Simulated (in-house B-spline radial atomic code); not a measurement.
Radial electron density of La, [Xe] 5d1 6s2. Level of theory: Dirac-Kohn-Sham HSE06, spherical fractional occupations, Fermi nucleus of rms radius 4.855 fm; calculated with a radial B-spline atomic code at the basis-set limit.

Caution: exact exchange at fractional occupations of open shells leaves self-interaction of up to several eV.

Columns: r (bohr), 4πr²n(r) (electrons per bohr), bar.

```
0.000872    2.066 #
 0.00109    3.026 #
 0.00137    4.443 ##
 0.00173    6.519 ###
 0.00217    9.363 ####
 0.00272    13.26 ######
 0.00342    18.57 ########
 0.00429     25.4 ############
 0.00538    33.86 ###############
 0.00676    43.86 ####################
 0.00849    54.59 #########################
  0.0107    64.91 #############################
  0.0134    72.56 #################################
  0.0168    76.07 ##################################
  0.0211    74.65 ##################################
  0.0265    69.98 ################################
  0.0332    66.62 ##############################
  0.0417    69.85 ################################
  0.0524     81.2 #####################################
  0.0658    94.08 ###########################################
  0.0826    97.12 ############################################
   0.104    85.97 #######################################
    0.13    73.11 #################################
   0.163    73.69 #################################
   0.205    83.31 ######################################
   0.258    77.52 ###################################
   0.324    51.36 #######################
   0.406    31.22 ##############
    0.51    31.55 ##############
    0.64    34.34 ################
   0.804     25.2 ###########
    1.01    13.74 ######
    1.27    8.872 ####
    1.59    7.204 ###
       2    4.731 ##
    2.51    2.384 #
    3.15    1.248 #
    3.95   0.8432 
    4.96   0.5319 
    6.23   0.2312 
    7.82  0.06366 
    9.82  0.01025 
    12.3 0.0008822 
    15.5 3.224e-05
```

On this grid the curve has 4 maxima, near 0.0168, 0.0826, 0.205, 0.64 bohr.

The 6s1/2 radial function P(r) = rR(r), positive near the nucleus, with its small component Q(r) (sign convention: Q ≈ (P' + κP/r)/2c):

```csv
r (bohr),P,Q
0.000351,0.004171,-0.0008865
0.000553,0.006236,-0.001354
0.000872,0.009257,-0.002037
0.00137,0.01354,-0.003016
0.00217,0.01956,-0.004431
0.00342,0.02731,-0.006344
0.00538,0.0362,-0.008776
0.00849,0.04403,-0.01153
0.0134,0.04521,-0.01385
0.0211,0.03058,-0.01422
0.0332,-0.007522,-0.01065
0.0524,-0.05823,-0.002436
0.0826,-0.06863,0.006286
0.13,0.01635,0.007064
0.205,0.1084,-0.001344
0.324,-0.004089,-0.005233
0.51,-0.1604,0.001104
0.804,0.04932,0.003215
1.27,0.2564,-0.00106
2,-0.07489,-0.001919
3.15,-0.4972,-5.177e-06
4.96,-0.4689,0.0007548
7.82,-0.1666,0.0003402
12.3,-0.01917,4.131e-05
```
